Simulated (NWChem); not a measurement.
Program: NWChem. System: OSn, charge 1, spin multiplicity 2, at the geometry of a parent with another charge or spin, in a state set for the comparison that need not be this species' ground state. Its SCF solution wasn't tested for a lower state. Level: UPBE0/x2c-SVPall-2c, scalar ZORA.

NWChem printed:

```
             Northwest Computational Chemistry Package (NWChem) 7.3.0
             --------------------------------------------------------

                                NWChem Input Module
                                -------------------

 Scaling coordinates for geometry "geometry" by  1.889725989
 (inverse scale =  0.529177249)

                             Geometry "geometry" -> ""
                             -------------------------

 Output coordinates in angstroms (scale by  1.889725989 to convert to a.u.)

  No.       Tag          Charge          X              Y              Z
 ---- ---------------- ---------- -------------- -------------- --------------
    1 Sn                  50.0000     0.00000000     0.00000000     0.28908400
    2 O                    8.0000     0.00000000     0.00000000    -1.80677300

 Effective nuclear repulsion energy (a.u.)     100.9949150156

            Nuclear Dipole moment (a.u.)
            ----------------------------
        X                 Y               Z
 ---------------- ---------------- ----------------
     0.0000000000     0.0000000000     0.0000302356


 Summary of "ao basis" -> "" (spherical)
 ------------------------------------------------------------------------------
       Tag                 Description            Shells   Functions and Types
 ---------------- ------------------------------  ------  ---------------------
 *                       x2c-svpall-2c                on all atoms

                                 NWChem DFT Module
                                 -----------------

 Summary of "ao basis" -> "ao basis" (spherical)
 ------------------------------------------------------------------------------
       Tag                 Description            Shells   Functions and Types
 ---------------- ------------------------------  ------  ---------------------
 Sn                      x2c-svpall-2c              18       50   6s8p4d
 O                       x2c-svpall-2c               6       14   3s2p1d

 Summary of "ao basis" -> "ao basis" (spherical)
 ------------------------------------------------------------------------------
       Tag                 Description            Shells   Functions and Types
 ---------------- ------------------------------  ------  ---------------------
 Sn                      x2c-svpall-2c              18       50   6s8p4d
 O                       x2c-svpall-2c               6       14   3s2p1d

            General Information
            -------------------
          SCF calculation type: DFT
          Wavefunction type:  spin polarized.
          No. of atoms     :     2
          No. of electrons :    57
           Alpha electrons :    29
            Beta electrons :    28
          Charge           :     1
          Spin multiplicity:     2
          Use of symmetry is: off; symmetry adaption is: off
          Maximum number of iterations: 100
          AO basis - number of functions:    64
                     number of shells:    24
          Convergence on energy requested:  1.00D-06
          Convergence on density requested:  1.00D-05
          Convergence on gradient requested:  5.00D-04

              XC Information
              --------------
                         PBE0 Method XC Functional
                     Hartree-Fock (Exact) Exchange  0.250
          PerdewBurkeErnzerhof Exchange Functional  0.750
            Perdew 1991 LDA Correlation Functional  1.000 local
           PerdewBurkeErnz. Correlation Functional  1.000 non-local

             Grid Information
             ----------------
          Grid used for XC integration:  fine
          Radial quadrature: Mura-Knowles
          Angular quadrature: Lebedev.
          Tag              B.-S. Rad. Rad. Pts. Rad. Cut. Ang. Pts.
          ---              ---------- --------- --------- ---------
          Sn                  1.45      141           7.0       974
          O                   0.60       70           8.0       590
          Grid pruning is: on
          Number of quadrature shells:   211
          Spatial weights used:  Erf1

          Convergence Information
          -----------------------
          Convergence aids based upon iterative change in
[...]
    54     -0.155446  2 O  px                55      0.148715  2 O  py
    10      0.126150  1 Sn px                57     -0.124028  2 O  px

 Vector   32  Occ=0.000000D+00  E=-2.617684D-01
              MO Center= -1.6D-08,  1.4D-08,  2.5D-01, r^2= 3.3D+00
   Bfn.  Coefficient  Atom+Function         Bfn.  Coefficient  Atom+Function
  ----- ------------  ---------------      ----- ------------  ---------------
    24      0.705815  1 Sn pz                21      0.456933  1 Sn pz
     5     -0.363765  1 Sn s                 15     -0.330359  1 Sn pz
    53      0.296205  2 O  s                 56      0.295743  2 O  pz
    59      0.233002  2 O  pz                 4      0.195725  1 Sn s
    43      0.190064  1 Sn d  0              38     -0.145585  1 Sn d  0

                     DFT Final Beta Molecular Orbital Analysis
                     -----------------------------------------

 Vector   26  Occ=1.000000D+00  E=-6.999914D-01
              MO Center= -1.7D-08,  2.3D-08,  1.9D-01, r^2= 2.0D+00
   Bfn.  Coefficient  Atom+Function         Bfn.  Coefficient  Atom+Function
  ----- ------------  ---------------      ----- ------------  ---------------
     5      1.064637  1 Sn s                  4     -0.690623  1 Sn s
     3      0.190895  1 Sn s                 53     -0.162573  2 O  s
    52     -0.155977  2 O  s                 56      0.104511  2 O  pz
     2     -0.095229  1 Sn s                  6      0.093520  1 Sn s
    51      0.074780  2 O  s                 59      0.049513  2 O  pz

 Vector   27  Occ=1.000000D+00  E=-5.213680D-01
              MO Center=  8.7D-08, -6.0D-08, -1.5D+00, r^2= 1.3D+00
   Bfn.  Coefficient  Atom+Function         Bfn.  Coefficient  Atom+Function
  ----- ------------  ---------------      ----- ------------  ---------------
    54      0.484330  2 O  px                57      0.351333  2 O  px
    55     -0.329962  2 O  py                58     -0.239354  2 O  py
    19      0.171831  1 Sn px                22      0.153772  1 Sn px
    13     -0.126824  1 Sn px                20     -0.117064  1 Sn py
    23     -0.104761  1 Sn py                14      0.086402  1 Sn py

 Vector   28  Occ=1.000000D+00  E=-5.213680D-01
              MO Center= -6.2D-08, -9.0D-08, -1.5D+00, r^2= 1.3D+00
   Bfn.  Coefficient  Atom+Function         Bfn.  Coefficient  Atom+Function
  ----- ------------  ---------------      ----- ------------  ---------------
    55      0.484330  2 O  py                58      0.351333  2 O  py
    54      0.329962  2 O  px                57      0.239354  2 O  px
    20      0.171831  1 Sn py                23      0.153772  1 Sn py
    14     -0.126824  1 Sn py                19      0.117064  1 Sn px
    22      0.104761  1 Sn px                13     -0.086402  1 Sn px

 Vector   29  Occ=0.000000D+00  E=-4.178273D-01
              MO Center= -1.9D-08,  1.4D-07, -7.8D-01, r^2= 2.9D+00
   Bfn.  Coefficient  Atom+Function         Bfn.  Coefficient  Atom+Function
  ----- ------------  ---------------      ----- ------------  ---------------
    56     -0.444864  2 O  pz                21      0.430083  1 Sn pz
    59     -0.347295  2 O  pz                15     -0.307932  1 Sn pz
    24      0.248354  1 Sn pz                 6      0.168158  1 Sn s
    53      0.158342  2 O  s                 12      0.135696  1 Sn pz
    52      0.118998  2 O  s                  4     -0.074948  1 Sn s

 Vector   30  Occ=0.000000D+00  E=-3.455419D-01
              MO Center= -5.3D-08, -5.0D-08,  1.1D-01, r^2= 3.0D+00
   Bfn.  Coefficient  Atom+Function         Bfn.  Coefficient  Atom+Function
  ----- ------------  ---------------      ----- ------------  ---------------
    20      0.401492  1 Sn py                23      0.393334  1 Sn py
    19      0.377230  1 Sn px                22      0.369565  1 Sn px
    14     -0.282473  1 Sn py                13     -0.265403  1 Sn px
    55     -0.201095  2 O  py                54     -0.188943  2 O  px
    58     -0.167765  2 O  py                57     -0.157627  2 O  px

 Vector   31  Occ=0.000000D+00  E=-3.455419D-01
              MO Center= -9.5D-10, -1.4D-08,  1.1D-01, r^2= 3.0D+00
   Bfn.  Coefficient  Atom+Function         Bfn.  Coefficient  Atom+Function
  ----- ------------  ---------------      ----- ------------  ---------------
    19      0.401492  1 Sn px                22      0.393334  1 Sn px
    20     -0.377230  1 Sn py                23     -0.369565  1 Sn py
    13     -0.282473  1 Sn px                14      0.265403  1 Sn py
    54     -0.201095  2 O  px                55      0.188943  2 O  py
    57     -0.167765  2 O  px                58      0.157627  2 O  py

   alpha - beta orbital overlaps
   -----------------------------

   alpha      1      2      3      4      5      6      7      8      9     10
    beta      1      2      3      4      5      6      7      8      9     10
 overlap   1.000  1.000  1.000  1.000  1.000  1.000  1.000  1.000  1.000  1.000

   alpha     11     12     13     14     15     16     17     18     19     20
    beta     12     11     13     14     15     16     17     18     19     22
 overlap   0.976  0.976  1.000  1.000  1.000  1.000  1.000  1.000  1.000  0.999

   alpha     21     22     23     24     25     26     27     28     29     30
    beta     20     21     23     24     25     26     29     28     27     30
 overlap   1.000  1.000  1.000  1.000  0.997  0.932  0.908  0.982  0.982  0.994

   alpha     31     32     33     34     35     36     37     38     39     40
    beta     31     32     33     34     35     36     37     40     38     39
 overlap   0.994  0.958  0.998  1.000  1.000  0.985  0.985  0.994  0.985  0.985

   alpha     41     42     43     44     45     46     47     48     49     50
    beta     41     42     44     43     45     48     49     47     46     50
 overlap   0.996  0.996  0.997  0.997  0.997  0.906  0.906  1.000  1.000  1.000

   alpha     51     52     53     54     55     56     57     58     59     60
    beta     51     52     53     54     55     56     57     58     59     60
 overlap   1.000  1.000  1.000  1.000  1.000  1.000  1.000  1.000  1.000  1.000

   alpha     61     62     63     64
    beta     61     63     62     64
 overlap   1.000  0.819  0.819  1.000

     --------------------------
     Expectation value of S2:
     --------------------------
      <S2> =      0.7825 (Exact =     0.7500)

 center of mass
 --------------
 x =   0.00000000 y =   0.00000000 z =   0.07316838

 moments of inertia (a.u.)
 ------------------
         220.929289926578           0.000000000000           0.000000000000
           0.000000000000         220.929289926578           0.000000000000
           0.000000000000           0.000000000000           0.000000000000

     Multipole analysis of the density
     ---------------------------------

     L   x y z        total         alpha         beta         nuclear
     -   - - -        -----         -----         ----         -------
     0   0 0 0      1.000000    -29.000000    -28.000000     58.000000

     1   1 0 0     -0.000000     -0.000000     -0.000000      0.000000
     1   0 1 0      0.000000     -0.000000      0.000000      0.000000
     1   0 0 1      1.616447      2.247894     -0.631477      0.000030

     2   2 0 0    -18.155029     -9.122052     -9.032976      0.000000
     2   1 1 0     -0.000000     -0.000000     -0.000000      0.000000
     2   1 0 1     -0.000000     -0.000000     -0.000000      0.000000
     2   0 2 0    -18.155029     -9.122052     -9.032976      0.000000
     2   0 1 1     -0.000000      0.000000     -0.000000      0.000000
     2   0 0 2    -19.828731    -71.044708    -56.965514    108.181491

 Task  times  cpu:       13.4s     wall:       13.4s

 Total times  cpu:       13.5s     wall:       13.5s
```

Question: Write an NWChem input that would produce this output.

Answer: One answer among several that fit: 
```
start mol
memory heap 200 mb stack 900 mb global 1100 mb
charge 1
geometry units angstroms nocenter noautoz noautosym
  Sn     0.000000     0.000000     0.289084
  O      0.000000     0.000000    -1.806773
end
basis spherical
  * library x2c-svpall-2c
end
relativistic
  zora on
end
dft
  xc pbe0
  odft
  mult 2
  semidirect memsize 60000000 filesize 0
  iterations 100
  grid fine
end
task dft energy
```
